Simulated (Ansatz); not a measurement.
Cost and result up the ladder for the cluster K3I2 (5 atoms). The state is a doublet with charge 0. Geometry: B3LYP-D4/def2-SVP.

```xyz
5

K     1.663   -0.918    0.517
K     0.777   -1.048   -3.637
K    -1.916    1.483    1.295
I    -1.465   -0.873   -1.019
I     0.940    1.355    2.843
```

Ansatz on 4 threads of Arm Neoverse V2 on a shared host. Times are rough, and most runs start from the orbitals of an earlier one. PBE0-D4/def2-TZVP serves as the yardstick here, not as an exact answer. Differences are given only for rows in sets of like size (and for xTB, whose basis is part of the method), since another set adds its own error. Binding counts from free atoms at the same level (K doublet, I doublet; other spins of the atoms weren't run), without zero-point energy or a counterpoise term.

In the def2 sets I takes a core potential; there is no spin–orbit coupling. Correlated methods freeze 23 core orbitals; core or outer-core shells of K, I are correlated, in sets that lack core-valence functions. The rows differ in basis, and correlated rows in double-zeta sets carry the largest basis error. Another isomer (doublet) lies 0.10 eV lower at PBE-D4/def2-SVP; other spin states weren't run for this one.

Correlated methods converge slowly with the basis, most of all in double-zeta sets.

```csv
level,functions,wall time,binding energy per atom (eV),difference from PBE0-D4/def2-TZVP (eV)
LDA (SPW92)/def2-TZVP,199,3.2 s,1.94,0.14
PBE-D4/def2-SVP,124,4.1 s,1.79,–
PBE0-D4/def2-SVP,124,6.5 s,1.81,–
PBE-D4/def2-TZVP (with forces),199,7.5 s,1.79,-0.01
MP2/def2-TZVP,199,9.5 s,1.82,0.02
PBE0-D4/def2-TZVP,199,14 s,1.80,0.00
PBE-QIDH/def2-TZVP,199,20 s,1.82,0.02
r2SCAN-D4/def2-TZVP,199,20 s,1.84,0.04
B97M-V/def2-TZVP,199,36 s,1.75,-0.06
CCSD(T)/def2-SVP,124,89 s,1.71,–
```
